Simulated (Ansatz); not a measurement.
Geometry optimisation, Ansatz 0.2.0, UKS PBE0/def2-SVP.

input.yaml

```yaml
crystal:
  periodic: [false, false, false]
  atoms:
    - { symbol: Sn, position_ang: [0.0, 0.0, 0.0] }
    - { symbol: Cl, position_ang: [0.0, 0.0, 2.66] }
    - { symbol: H, position_ang: [1.6408, 0.0, -0.5794] }
    - { symbol: H, position_ang: [-0.8195, 1.4198, -0.5794] }
    - { symbol: H, position_ang: [-0.8195, -1.4198, -0.5794] }
    - { symbol: Cl, position_ang: [0.0, 0.0, 5.0] }
magnetization:
  spin_polarized: true
  initial_magnetization: 1
basis:
  gaussian: { orbitals: def2-SVP }
hamiltonian:
  xc: pbe0
relax:
  f_tol: 0.15
  max_steps: 25
  restrain:
    - { distance: [1, 5], at: 3.24, k: 30.0 }
    - { distance: [0, 1], at: 2.41, k: 30.0 }
output:
  orbitals: {}
```

Launched with:

```bash
$ ansatz run input.yaml --threads 2 --pin off --max-ram 3072MiB --backend cpu --events-out ev --progress --plain --runs-dir out
```

**Question.** Where does it end, and by what steps?

**Answer.** The forces met the threshold. The restraints hold the end off the free minimum. After 4 steps the energy has fallen by 0.580 eV (the restraints' own energy left out); Cl6 moved furthest, 0.51 Å. Parted: Cl2–Cl6 (2.34 → 3.24 Å).

| step | energy less start (eV) | largest force component (eV/Å) | accepted |
| --- | --- | --- | --- |
| 0 | 0.0000 | 2.533 | yes |
| 1 | -0.4834 | 1.121 | yes |
| 2 | -0.5912 | 0.445 | yes |
| 3 | -0.5750 | 0.569 | yes |
| 4 | -0.5798 | 0.377 | yes |

```xyz
6
Properties=species:S:1:pos:R:3
Sn 0.000 0.000 -0.121
Cl 0.000 0.000 2.276
H 1.643 0.000 -0.582
H -0.821 1.423 -0.582
H -0.821 -1.423 -0.582
Cl 0.000 0.000 5.513
```

Time of the run: 14 s on 2 threads of Intel(R) Xeon(R) 6975P-C (Granite Rapids), on a shared host, peak memory 0.26 GiB.
